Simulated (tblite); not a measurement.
Compound: C6H14P2.
Numbering: `[CH3:1][PH:2]/[CH:3]=[CH:4]\[PH:5][CH:6]([CH3:7])[CH3:8]` (hydrogens: H9, H10, H11 on C1; H12 on P2; H13 on C3; H14 on C4; H15 on P5; H16 on C6; H17, H18, H19 on C7; H20, H21, H22 on C8)

Cartesian coordinates in Å at the GFN2-xTB level; atoms count from 1:
```xyz
22
C6H14P2 angstrom
C      3.2501    0.7851   -0.3564
P      1.6701    0.3372   -1.2005
C      1.3298   -1.2043   -0.2895
C      0.5571   -1.0453    0.7797
P      0.0256    0.6703    1.0661
C     -1.7299    0.6069    0.4162
C     -2.5009   -0.6182    0.8949
C     -1.7290    0.7087   -1.1032
H      3.7423    1.5673   -0.9317
H      3.9069   -0.0784   -0.2662
H      3.0079    1.1695    0.6340
H      2.2892   -0.2871   -2.2993
H      1.7207   -2.1561   -0.6266
H      0.2933   -1.8405    1.4658
H     -0.3652    0.4721    2.4047
H     -2.1980    1.5107    0.8312
H     -3.5461   -0.5379    0.5979
H     -2.0917   -1.5249    0.4533
H     -2.4610   -0.7104    1.9793
H     -1.2171    1.6132   -1.4253
H     -2.7493    0.7291   -1.4844
H     -1.2151   -0.1473   -1.5409
```

All values are computed: GFN2-xTB (tblite) harmonic vibrations without scaling, gas phase. Against measured fundamentals such values can be off by several per cent, at times by over 20. Modes of hydrogen on phosphorus can be 10 to 20 % off. One conformer, not necessarily the lowest.

Harmonic wavenumbers (cm⁻¹): 53.1, 75.6, 86.0, 113.3, 163.4, 191.0, 218.4, 243.3, 257.4, 282.3, 317.6, 375.2, 448.4, 456.5, 634.5, 705.7, 719.6, 731.2, 742.6, 758.8, 833.0, 853.3, 872.9, 886.5, 901.2, 928.9, 938.6, 979.5, 982.8, 1045.2, 1074.2, 1140.4, 1168.3, 1222.8, 1242.2, 1292.1, 1303.4, 1403.4, 1415.0, 1434.6, 1440.4, 1483.4, 1491.2, 1497.0, 1502.2, 1609.7, 2190.4, 2208.3, 2877.1, 2993.5, 2998.0, 3000.0, 3005.4, 3007.7, 3010.8, 3014.7, 3016.0, 3027.5, 3029.0, 3031.5.

A = 2501, B = 886.7, C = 831.6 MHz; mass 148.057 u (most abundant isotopes); point group C1, symmetry number 1.

Problem. What is the zero-point energy?

Solution. ½Σν̃ = 39463 cm⁻¹ = 112.83 kcal/mol.

Problem. What is S at 350 K and 1 bar for an ideal gas of classical rigid rotors and harmonic oscillators?

Solution. Translation 41.71, rotation 30.02, vibration 41.07: S = 112.8 cal/(mol K).

Problem. And Cp and H(350 K) − H(0)?

Solution. Cp = 50.21 cal/(mol K), of which vibrations give 42.26 (their classical limit is 60 R = 119.2); H(350 K) − H(0) = 10.35 kcal/mol without the zero-point energy, 7.56 from vibrations.

Problem. Blend soft modes into free rotors: weight 1/[1 + (100 cm⁻¹/ν̃)⁴] for the oscillator and the rest for a rotor with moment μB/(μ + B), μ = h/(8π²ν), B = 10⁻⁴⁴ kg m². What vibrational entropy results?

Solution. 38.17 cal/(mol K) in place of 41.07, which changes −T·S at 350 K by +1.01 kcal/mol.

Problem. How do the functions run with temperature in this model?

Solution. 
```json
{"T (K)": "100", "S (cal/(mol K))": "71.6", "Cp (cal/(mol K))": "21.4", "H − H(0) (kcal/mol)": "1.40", "G − H(0) (kcal/mol)": "-5.76", "ln q(vib)": "1.90"}
{"T (K)": "200", "S (cal/(mol K))": "90.0", "Cp (cal/(mol K))": "32.8", "H − H(0) (kcal/mol)": "4.12", "G − H(0) (kcal/mol)": "-13.89", "ln q(vib)": "5.08"}
{"T (K)": "300", "S (cal/(mol K))": "105.5", "Cp (cal/(mol K))": "44.4", "H − H(0) (kcal/mol)": "7.98", "G − H(0) (kcal/mol)": "-23.68", "ln q(vib)": "8.23"}
{"T (K)": "500", "S (cal/(mol K))": "133.4", "Cp (cal/(mol K))": "65.3", "H − H(0) (kcal/mol)": "19.06", "G − H(0) (kcal/mol)": "-47.62", "ln q(vib)": "14.40"}
{"T (K)": "800", "S (cal/(mol K))": "168.9", "Cp (cal/(mol K))": "85.7", "H − H(0) (kcal/mol)": "41.97", "G − H(0) (kcal/mol)": "-93.13", "ln q(vib)": "23.18"}
{"T (K)": "1000", "S (cal/(mol K))": "189.0", "Cp (cal/(mol K))": "94.8", "H − H(0) (kcal/mol)": "60.07", "G − H(0) (kcal/mol)": "-128.97", "ln q(vib)": "28.60"}
```

q(vib) and H(0) count from the zero-point level.

Hindered rotation and anharmonicity are outside this model. Other conformers, if any are populated, would add a mixing term that is left out. The structure is chiral; the term R ln 2 for an equal mix with its mirror image is left out.
